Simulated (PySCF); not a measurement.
benzonitrile (C₇H₅N), SMILES N#Cc1ccccc1.

Coordinates come from a PBE0-D3(BJ)/def2-SVP optimisation.

Calculation: PBE0-D3(BJ)/def2-SVP in PySCF.

No scaling factor is applied to the harmonic values.

```csv
mode,ν (cm⁻¹),IR (km/mol),moving atoms (share of kinetic energy)
1,147,1.7,"C 59 %, N 31 %, H 10 %"
2,166,3.9,"N 47 %, C 45 %, H 8 %"
3,394,0.6,"C 77 %, H 15 %, N 8 %"
4,412,0.0,"C 71 %, H 29 %"
5,467,0.0,"C 68 %, N 28 %"
6,570,0.2,C 90 %
7,583,17.3,"C 76 %, H 19 %"
8,637,0.2,C 92 %
9,716,37.5,"H 55 %, C 45 %"
10,781,2.1,"C 79 %, N 11 %, H 9 %"
11,789,26.2,"C 52 %, H 48 %"
12,867,0.0,"H 79 %, C 21 %"
13,958,2.5,"H 68 %, C 32 %"
14,1009,0.0,"H 71 %, C 29 %"
15,1019,0.7,"C 90 %, H 10 %"
16,1034,0.0,"H 73 %, C 27 %"
17,1059,4.0,"C 55 %, H 44 %"
18,1107,5.2,"H 68 %, C 32 %"
19,1175,0.1,H 93 %
20,1190,0.8,"H 90 %, C 10 %"
21,1243,1.2,"C 70 %, H 21 %, N 8 %"
22,1326,0.0,"H 72 %, C 28 %"
23,1395,1.9,C 93 %
24,1485,9.2,"C 65 %, H 35 %"
25,1534,10.5,"C 65 %, H 34 %"
26,1660,0.8,"C 92 %, H 8 %"
27,1689,0.9,"C 92 %, H 8 %"
28,2394,31.0,"C 63 %, N 37 %"
29,3211,0.0,H 92 %
30,3221,2.0,"H 92 %, C 8 %"
31,3228,3.4,"H 91 %, C 9 %"
32,3236,2.1,"H 91 %, C 9 %"
33,3239,1.6,"H 91 %, C 9 %"
```
